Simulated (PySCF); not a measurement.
beryllium hydride (HBe), doublet, at a GFN2-xTB geometry (such geometries of metal compounds can be far from the true shape), with bond 1-2 at 2.0 times its length; BLYP/3-21G in PySCF.

Here is a job for PySCF.
```python
from pyscf import gto, scf, dft

mol = gto.Mole()
mol.atom = '''
    Be    0.00000000    0.00000000   -1.57486538
    H     0.00000000    0.00000000    1.04991026
'''
mol.basis = '3-21g'
mol.spin = 1
mol.verbose = 4
mol.build()

mf = dft.UKS(mol)
mf.xc = 'blyp'
mf.kernel()
mf.analyze()
```

Output, abridged:

```
PySCF version 2.14.0

[INPUT] verbose = 4
[INPUT] num. atoms = 2
[INPUT] num. electrons = 5
[INPUT] charge = 0
[INPUT] spin (= nelec alpha-beta = 2S) = 1
[INPUT] symmetry False subgroup None
[INPUT] Mole.unit = angstrom
[INPUT] Symbol           X                Y                Z      unit          X                Y                Z       unit  Magmom
[INPUT]  1 Be     0.000000000000   0.000000000000  -1.574865380000 AA    0.000000000000   0.000000000000  -2.976064251259 Bohr   0.0
[INPUT]  2 H      0.000000000000   0.000000000000   1.049910260000 AA    0.000000000000   0.000000000000   1.984042846771 Bohr   0.0

nuclear repulsion = 0.806434200097956
number of shells = 7
number of NR pGTOs = 18
number of NR cGTOs = 11
basis = 3-21g
ecp = {}

******** <class 'pyscf.dft.uks.UKS'> ********
method = UKS
initial guess = minao
damping factor = 0
level_shift factor = 0
DIIS = <class 'pyscf.scf.diis.CDIIS'>
diis_start_cycle = 1
diis_space = 8
diis_damp = 0
SCF conv_tol = 1e-09
SCF conv_tol_grad = None
SCF max_cycles = 50
direct_scf = True
direct_scf_tol = 1e-13
number electrons alpha = 3  beta = 2
XC library pyscf.dft.libxc version 7.1.2
    S. Lehtola, C. Steigemann, M. J. T. Oliveira, and M. A. L. Marques,  SoftwareX 7, 1–5 (2018)
XC functionals = blyp
    A. D. Becke,  Phys. Rev. A 38, 3098 (1988)
    C. Lee, W. Yang, and R. G. Parr,  Phys. Rev. B 37, 785 (1988)
    B. Miehlich, A. Savin, H. Stoll, and H. Preuss,  Chem. Phys. Lett. 157, 200 (1989)
radial grids:
    Treutler-Ahlrichs [JCP 102, 346 (1995); DOI:10.1063/1.469408] (M4) radial grids

becke partition: Becke, JCP 88, 2547 (1988); DOI:10.1063/1.454033
pruning grids: <function nwchem_prune>
grids dens level: 3
symmetrized grids: False
atomic radii adjust function: <function treutler_atomic_radii_adjust>
small_rho_cutoff = 0
Set gradient conv threshold to 3.16228e-05
tot grids = 23536
init E= -15.0125470116528

cycle= 1 E= -15.0259738192618  delta_E= -0.0134  |g|= 0.14  |ddm|= 0.729
cycle= 2 E= -14.8406460382969  delta_E= 0.185  |g|= 0.27  |ddm|= 0.947
cycle= 3 E= -15.0714818746217  delta_E= -0.231  |g|= 0.0347  |ddm|= 0.671
cycle= 4 E= -15.0730113751239  delta_E= -0.00153  |g|= 0.0263  |ddm|= 0.103
cycle= 5 E= -15.0743741458409  delta_E= -0.00136  |g|= 0.011  |ddm|= 0.0555
cycle= 6 E= -15.0745861038938  delta_E= -0.000212  |g|= 0.00251  |ddm|= 0.0221
cycle= 7 E= -15.0746035291446  delta_E= -1.74e-05  |g|= 0.000827  |ddm|= 0.0106
cycle= 8 E= -15.0746050722902  delta_E= -1.54e-06  |g|= 7.56e-05  |ddm|= 0.00254
cycle= 9 E= -15.0746051290738  delta_E= -5.68e-08  |g|= 1.22e-05  |ddm|= 0.00081
cycle= 10 E= -15.0746051297249  delta_E= -6.51e-10  |g|= 2.22e-06  |ddm|= 7.11e-05
Extra cycle  E= -15.0746051297076  delta_E= 1.73e-11  |g|= 3.4e-06  |ddm|= 1.61e-05
converged SCF energy = -15.0746051297076  <S^2> = 0.79699121  2S+1 = 2.0464518
**** SCF Summaries ****
Total Energy =                         -15.074605129707628
Nuclear Repulsion Energy =               0.806434200097956
One-electron Energy =                  -21.079472345981351
Two-electron Energy =                    5.198433016175768
Two-electron Coulomb Energy =            8.250746271251311
DFT Exchange-Correlation Energy =       -3.052313255075543
**** MO energy ****
                             alpha | beta                alpha | beta
MO #1   energy= -3.90237464204105  | -3.9003161128671   occ= 1 | 1
MO #2   energy= -0.252672159126591 | -0.214687737746109 occ= 1 | 1
MO #3   energy= -0.196608000213062 | -0.12921128149003  occ= 1 | 0
MO #4   energy= -0.0746112749991476 | -0.0685929622449683 occ= 0 | 0
MO #5   energy= -0.0746112749991474 | -0.0685929622449681 occ= 0 | 0
MO #6   energy= -0.0430741081516799 | -0.0204472704112872 occ= 0 | 0
MO #7   energy= 0.244429591694726  | 0.247931259305099  occ= 0 | 0
MO #8   energy= 0.244429591694726  | 0.2479312593051    occ= 0 | 0
MO #9   energy= 0.257062930326705  | 0.272105768490412  occ= 0 | 0
MO #10  energy= 0.413643859972802  | 0.416850453060579  occ= 0 | 0
MO #11  energy= 0.890912358488348  | 1.01552249123384   occ= 0 | 0

To work with the spin densities directly, `use mulliken_meta_spin()` only printing them here.

 ** Mulliken spin pop alpha/beta on meta-lowdin orthogonal AOs **
 ** Mulliken Spin Density (per AO)  **
spin_pop of  0 Be 1s        0.00002
spin_pop of  0 Be 2s        0.14944
spin_pop of  0 Be 3s       -0.00000
spin_pop of  0 Be 2px       0.00000
spin_pop of  0 Be 2py       0.00000
spin_pop of  0 Be 2pz       0.05112
spin_pop of  0 Be 3px      -0.00000
spin_pop of  0 Be 3py       0.00000
spin_pop of  0 Be 3pz       0.00014
spin_pop of  1 H 1s        0.79373
spin_pop of  1 H 2s        0.00556
 ** Mulliken Spin Density (per atom)  **
spin density of  0 Be =      0.20072
spin density of  1 H =      0.79928
 ** Mulliken pop alpha/beta on meta-lowdin orthogonal AOs **
 ** Mulliken pop       alpha | beta **
pop of  0 Be 1s        0.99982 | 0.99980
pop of  0 Be 2s        0.96898 | 0.81955
pop of  0 Be 3s        0.00080 | 0.00080
pop of  0 Be 2px       0.00000 | 0.00000
pop of  0 Be 2py       0.00000 | 0.00000
pop of  0 Be 2pz       0.07272 | 0.02160
pop of  0 Be 3px       0.00000 | 0.00000
pop of  0 Be 3py       0.00000 | 0.00000
pop of  0 Be 3pz       0.00016 | 0.00002
pop of  1 H 1s        0.95062 | 0.15689
pop of  1 H 2s        0.00690 | 0.00134
In total             3.00000 | 2.00000
 ** Mulliken atomic charges   ( Nelec_alpha | Nelec_beta ) **
charge of  0Be =      0.11576  (     2.04248      1.84176 )
charge of  1H =     -0.11576  (     0.95752      0.15824 )
Dipole moment(X, Y, Z, Debye):  0.00000,  0.00000, -0.75035
```
